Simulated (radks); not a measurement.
Spherical quantum dot in the effective-mass picture: electrons in a hard-walled sphere of radius 6.6, with a point charge +1 (a donor) at the centre, all in effective atomic units (hartree* = m*/eps^2 hartree, bohr* = eps/m* bohr), one dielectric constant everywhere. Calculated with a radial shooting solver with Libxc functionals: non-relativistic Kohn-Sham, LDA (Slater exchange, Perdew-Wang correlation), spin-polarised, spherical densities. Levels are named by radial order and angular momentum (1s, 1p, 1d, 2s, ...), and open shells are averaged over m. Results are scaled to m* = 0.428 and eps = 14, for which hartree* = 59.42 meV and bohr* = 1.731 nm. Each electron was tried in the lowest free levels, single moves between levels near the top were tried too, and the lowest total energy was kept; such a search can miss a lower state. At N = 1 the Hartree and exchange-correlation terms need not cancel, so that row can carry a self-interaction error.

N,open shells,2S,E (meV),mu = E(N) - E(N-1) (meV),addition energy mu(N+1) - mu(N) (meV),e(HOMO) (meV),rms radius (nm)
1,"1s(up 1, down 0)",1,-28.4115,-28.412,27.84,-15.850,3.123
2,none,0,-28.9858,-0.57423,25.61,7.2676,4.283
3,"1p(up 1, down 0)",1,-3.94636,25.039,10.67,30.248,5.598
4,"1p(up 2, down 0)",2,31.7649,35.711,11.07,41.223,6.228
5,"1p(up 3, down 0)",3,78.5448,46.780,13.83,52.345,6.627
6,"1p(up 3, down 1)",2,139.151,60.606,10.54,65.821,6.919
7,"1p(up 3, down 2)",1,210.294,71.144,10.75,76.498,7.141
8,none,0,292.183,81.889,15.06,87.290,7.320
9,"2s(up 1, down 0)",1,389.132,96.948,13.54,103.53,7.432
10,"1d(up 1, down 0) 2s(up 1, down 0)",2,499.616,110.48,10.55,115.76,7.575
11,"1d(up 2, down 0) 2s(up 1, down 0)",3,620.654,121.04,10.58,126.32,7.695
12,"1d(up 3, down 0) 2s(up 1, down 0)",4,752.270,131.62,10.59,136.95,7.799
13,"1d(up 4, down 0) 2s(up 1, down 0)",5,894.474,142.20,10.59,148.12,7.889
14,"1d(up 5, down 0) 2s(up 1, down 0)",6,1047.27,152.79,13.11,159.29,7.969
15,"1d(up 5, down 1) 2s(up 1, down 0)",5,1213.17,165.90,10.36,171.07,8.042
16,"1d(up 5, down 2) 2s(up 1, down 0)",4,1389.43,176.26,10.39,181.71,8.108
17,"1d(up 5, down 3) 2s(up 1, down 0)",3,1576.08,186.65,10.42,192.91,8.167
18,"1d(up 5, down 4) 2s(up 1, down 0)",2,1773.15,197.07,10.43,204.10,8.222
19,"2s(up 1, down 0)",1,1980.65,207.50,18.29,215.27,8.272
20,"2s(up 1, down 0) 1f(up 1, down 0)",2,2206.44,225.79,10.31,230.95,8.324
21,"2s(up 1, down 0) 1f(up 2, down 0)",3,2442.54,236.10,10.32,241.26,8.371
22,"2s(up 1, down 0) 1f(up 3, down 0)",4,2688.96,246.42,-,251.58,8.416

All shells are closed at N = 2, 8 (there: 1s2 1p6); the second difference of the energy has clear peaks (12 % above both neighbours; the first and last values, which can be the largest, are not judged, and half-filled shells can peak too) at N = 5, 14, 19.
